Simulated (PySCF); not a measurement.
CH10FNSi3, SMILES C[SiH2][Si@@H](N)[SiH2]F.

The structure is a stationary point at PBE0-D3(BJ)/def2-SVP. The structure was generated by enumeration; whether it is a known compound was not checked. One conformer was computed; it need not be the lowest.

Level of theory: PySCF 2.14.0 with PBE0-D3(BJ)/def2-SVP.

Frequencies are harmonic and unscaled.

### Question
Give all harmonic wavenumbers and intensities. (The exact figures need the calculation; the answer reports its results.)

### Answer

| mode | ν (cm⁻¹) | IR (km/mol) | moving atoms (share of kinetic energy) |
|---|---|---|---|
| 1 | 26 | 1.6 | F 48 %, Si 19 %, H 16 %, N 9 % |
| 2 | 35 | 0.2 | C 36 %, H 32 %, Si 25 % |
| 3 | 68 | 2.9 | Si 45 %, H 26 %, F 19 % |
| 4 | 93 | 0.5 | N 25 %, H 24 %, C 19 %, Si 16 %, F 16 % |
| 5 | 135 | 0.1 | H 45 %, Si 24 %, N 20 % |
| 6 | 165 | 0.2 | H 77 %, Si 17 % |
| 7 | 198 | 0.9 | Si 34 %, H 25 %, N 17 %, C 13 %, F 12 % |
| 8 | 207 | 7.6 | Si 41 %, H 25 %, F 21 %, N 9 % |
| 9 | 260 | 20.6 | H 81 %, N 9 % |
| 10 | 381 | 1.5 | Si 55 %, H 42 % |
| 11 | 421 | 182.7 | H 81 %, N 17 % |
| 12 | 443 | 35.3 | H 64 %, Si 32 % |
| 13 | 457 | 1.3 | Si 78 %, H 20 % |
| 14 | 502 | 14.7 | H 65 %, Si 32 % |
| 15 | 593 | 28.9 | H 89 %, Si 10 % |
| 16 | 661 | 82.8 | H 89 % |
| 17 | 694 | 75.2 | H 46 %, C 32 %, Si 22 % |
| 18 | 724 | 51.9 | H 65 %, Si 20 %, C 14 % |
| 19 | 742 | 34.1 | H 90 % |
| 20 | 794 | 29.5 | H 78 %, N 18 % |
| 21 | 834 | 145.9 | H 81 %, N 9 % |
| 22 | 845 | 83.2 | Si 32 %, H 26 %, N 24 %, F 17 % |
| 23 | 850 | 165.3 | H 45 %, F 28 %, Si 18 % |
| 24 | 882 | 67.7 | H 77 %, C 17 % |
| 25 | 886 | 38.9 | H 69 %, Si 16 %, C 8 % |
| 26 | 919 | 144.2 | H 66 %, Si 23 % |
| 27 | 936 | 63.5 | H 87 %, Si 9 % |
| 28 | 941 | 104.2 | H 89 %, Si 9 % |
| 29 | 1263 | 14.7 | H 80 %, C 20 % |
| 30 | 1431 | 2.4 | H 96 % |
| 31 | 1433 | 8.7 | H 96 % |
| 32 | 1549 | 35.4 | H 90 %, N 9 % |
| 33 | 2132 | 129.1 | H 97 % |
| 34 | 2198 | 112.0 | H 97 % |
| 35 | 2211 | 74.4 | H 97 % |
| 36 | 2221 | 101.7 | H 97 % |
| 37 | 2234 | 133.1 | H 96 % |
| 38 | 3060 | 2.6 | H 97 % |
| 39 | 3166 | 1.4 | H 91 %, C 9 % |
| 40 | 3170 | 0.8 | H 91 %, C 9 % |
| 41 | 3594 | 30.8 | H 96 % |
| 42 | 3692 | 34.7 | H 91 %, N 9 % |
